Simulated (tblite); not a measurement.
Q: Write a Z-matrix for `[CH2][C@@H](C)Oc1cc1=O` [radical] as optimised with GFN2-xTB. (Doublet state.)

A: 
Z-matrix in Å and degrees, rows numbered from 1:
```
C 
C   1  1.4467
C   2  1.5181  1  114.62
O   2  1.5415  1  107.71  3   116.34
C   4  1.2740  2  118.77  1   111.09
C   5  1.3646  4  148.63  2     0.01
C   6  1.4049  5   63.74  4   179.87
O   7  1.1925  5  147.75  6   179.90
H   1  1.0733  2  120.43  3   162.52
H   1  1.0727  2  119.82  3   -31.59
H   2  1.0952  1  112.47  3  -129.10
H   3  1.0866  2  109.83  1    55.74
H   3  1.0874  2  110.56  1   175.92
H   3  1.0870  2  109.51  1   -64.01
H   6  1.0662  5  146.76  7   177.56
```

The 3-membered ring C5–C6–C7 has internal angles of 56.8° to 63.7°. C1 (carbon bonded to C and 2 H) is almost planar (angles 120.4°, 119.8° and 118.3°, sum 358.5°, 0.08 Å off the plane of its three neighbours). The 3 C–O bonds span 1.192 Å (C7=O8, drawn double) to 1.541 Å (C2–O4, drawn single), a spread of 0.349 Å. C5 (carbon bonded to 2 C and O) has angles 151.9°, 148.6° and 59.5°, sum 360.0°, 0.00 Å off the plane of its three neighbours.

Structure optimised with GFN2-xTB, isolated species. This method treats the open shell by occupation alone, without spin polarisation.

Point group: C1 (no symmetry element, even within 0.4 Å). Its lowest GFN2-xTB frequency is 5i cm⁻¹, too small to tell a flat minimum from a shallow saddle. Torsions: H–C1–C2–C3 163° and -32°, C1–C2–O4–C5 111°, C2–O4–C5–C6 0°. 3 starts were optimised and ended at 0.00, 1.15 and 1.16 kcal/mol (GFN2-xTB); the lowest of these is shown.

Hardware: one thread, Arm Neoverse V1 (aarch64), shared host with 32 logical CPUs at a one-minute load of 14. Cost: 0.63 s of wall time. These figures are those of the optimisation.

One conformer stands for the species.

These are computed values.
